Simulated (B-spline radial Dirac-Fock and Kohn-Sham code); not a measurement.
Dipole and non-dipole photoemission parameters of Hf²⁺ 3p1/2

System: Hf²⁺ in the configuration [Xe] 4f14 5d2; threshold 2374.5 eV (orbital energy of the model). Level of theory: Dirac-Hartree-Slater photoionisation with a Latter tail; cross sections with all multipoles, angular parameters from the dipole term and its interference with E2; an atomic code on a B-spline grid.

The run's input, task.json:

```json
{"items": [{
  "Z": 72,
  "q": 2,
  "cfg": [[1, 0, 2], [2, 0, 2], [2, 1, 6], [3, 0, 2], [3, 1, 6], [3, 2, 10], [4, 0, 2], [4, 1, 6], [4, 2, 10], [4, 3, 14], [5, 0, 2], [5, 1, 6], [5, 2, 2]],
  "A": 180,
  "rrms": 5.347,
  "do": "xps",
  "hv": [59.7, 60, 100, 150, 161.0, 190.0, 203.0, 267.0, 382.0, 383.0, 400, 470.0, 524.0, 839.0, 1030.0, 1486.9, 2180.0, 2830.0, 2984.4, 3180.0, 3480.0, 3850.0, 4880.0, 5860.0, 8047.8, 9251.7, 9720.0, 12500.0, 13600.0, 13700.0]
}]}
```

Run with: `python xray2_run.py task.json out`

| hν (eV) | σ (kb) | β | γ | δ |
| --- | --- | --- | --- | --- |
| 2830 | 40.6 | 1.208 | 0.484 | 0.090 |
| 2984.4 | 37.8 | 1.304 | 0.418 | 0.061 |
| 3180 | 34.6 | 1.386 | 0.321 | 0.039 |
| 3480 | 30.4 | 1.465 | 0.191 | 0.020 |
| 3850 | 25.9 | 1.522 | 0.082 | 0.009 |
| 4880 | 17.2 | 1.585 | -0.011 | 0.001 |
| 5860 | ? | ? | ? | ? |
| 8047.8 | 6.36 | 1.578 | 0.327 | 0.007 |
| 9251.7 | 4.67 | 1.558 | 0.501 | 0.012 |
| 9720 | 4.18 | 1.550 | 0.567 | 0.015 |
| 12500 | 2.33 | 1.498 | 0.932 | 0.029 |
| 13600 | 1.90 | 1.478 | 1.065 | 0.035 |
| 13700 | 1.87 | 1.476 | 1.077 | 0.036 |

Question: Give the values at 5860 eV.

Answer: σ = 12.2 kb, β = 1.597, γ = 0.047, δ = 0.001.

Values without a named source are computed, but for edge energies of neutral atoms, which are taken from tables.
